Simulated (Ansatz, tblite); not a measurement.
Removing and adding an electron: Sr₄Te₄ (the lowest singlet isomer of a short search). Charge 0, multiplicity 1. Geometry: r2SCAN-D4/def2-SVP. Ansatz, gas phase; energy differences of separate SCF runs; the oxidised species was run as a doublet alone; the reduced species was run as a doublet alone.

Cartesian coordinates in Å:
```
Sr 0.919 0.086 -3.506
Sr -0.111 -3.670 -0.107
Sr 0.109 3.670 0.107
Sr -0.915 -0.085 3.507
Te -0.467 2.874 2.982
Te 0.815 -2.889 -2.893
Te 0.656 3.033 -2.813
Te -1.006 -3.020 2.723
```

In the def2 sets Sr, Te take a core potential; there is no spin–orbit coupling. The xTB rows come from tblite. The structure comes from a short search, and lower isomers may exist.

```csv
level,−HOMO (eV),vertical IE (eV),−LUMO (eV),vertical EA (eV),HOMO–LUMO gap (eV),IE − EA (eV)
GFN1-xTB,8.78,10.01,7.31,6.32,1.47,3.69
GFN2-xTB,5.95,8.17,4.69,2.84,1.26,5.33
PBE-D4/def2-SVP,4.36,5.88,2.53,1.32,1.83,4.55
PBE0-D4/def2-SVP,5.21,6.31,1.96,1.12,3.25,5.18
```

 Raw xTB energy differences between charge states are shifted by several eV; the methods need an empirical correction for them. Sets without diffuse functions give affinities that are too small.
